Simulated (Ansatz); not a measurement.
Basis-set extrapolation for CH7AlBNO (PBE0-D4/def2-TZVP geometry, frozen core, the Gaussian-basis code of Ansatz). Multiplicity 1, RHF reference.

|  | def2-TZVPP | def2-QZVPP |
| --- | --- | --- |
| HF | -437.999821 | -438.016770 |
| MP2 correlation | -0.821385 | -0.879937 |
| CCSD(T) correlation | -0.892937 | not run |

Energies in hartree. Use E(X) = E(∞) + A·exp(−7.88·√X) for Hartree–Fock and E(X) = E(∞) + B·X^(−2.97) for correlation, with X = 3 and 4, and add CCSD(T) minus MP2 of the smaller set to the MP2 limit.

Q: What is the CCSD(T) energy at the basis-set limit?

A: HF limit: -438.016770 + (-0.016949) × 0.13774 = -438.01910. MP2 limit: -0.879937 + (-0.058552) × 0.74074 = -0.92331. Higher-order term: -0.892937 − (-0.821385) = -0.07155. Total: -439.01396 hartree, 318.2 kJ/mol below CCSD(T)/def2-TZVPP.
